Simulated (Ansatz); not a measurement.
The same molecule with X = Cl, Br, I. Ansatz, PBE0-D4/def2-TZVP geometries, multiplicity 1.

Elements past krypton have def2 core potentials. Scalar relativity is left out up to krypton.

| X | molecule | mean X–B bond length / Å | LUMO energy (PBE0/def2-TZVPP) / eV | HOMO–LUMO gap (PBE0/def2-TZVPP) / eV | LUMO energy (B3LYP/def2-TZVPP) / eV |
| --- | --- | --- | --- | --- | --- |
| Cl | `ClB1C[SiH2]1` | 1.726 | -1.78 | 5.08 | -1.93 |
| Br | `BrB1C[SiH2]1` | 1.886 | -1.88 | 4.97 | -2.02 |

(1) Give the row for X = I, `IB1C[SiH2]1`. (Estimate.)

## Answers

(1) Computed: 
| X | molecule | mean X–B bond length / Å | LUMO energy (PBE0/def2-TZVPP) / eV | HOMO–LUMO gap (PBE0/def2-TZVPP) / eV | LUMO energy (B3LYP/def2-TZVPP) / eV |
| --- | --- | --- | --- | --- | --- |
| I | `IB1C[SiH2]1` | 2.093 | -2.01 | 4.72 | -2.13 |

From Cl to I the mean X–B bond length rises at each step, by 0.367 Å in all; the LUMO energy (PBE0/def2-TZVPP) falls at each step, by 0.23 eV in all; the HOMO–LUMO gap (PBE0/def2-TZVPP) falls at each step, by 0.36 eV in all; the LUMO energy (B3LYP/def2-TZVPP) falls at each step, by 0.20 eV in all. Bonds lengthen as the atom grows down the group.

B3LYP here is the variant with VWN-RPA as its local correlation; programs differ in this.

Spin–orbit coupling is left out; it splits and shifts lone-pair levels of the heavy atoms by tenths of an eV.
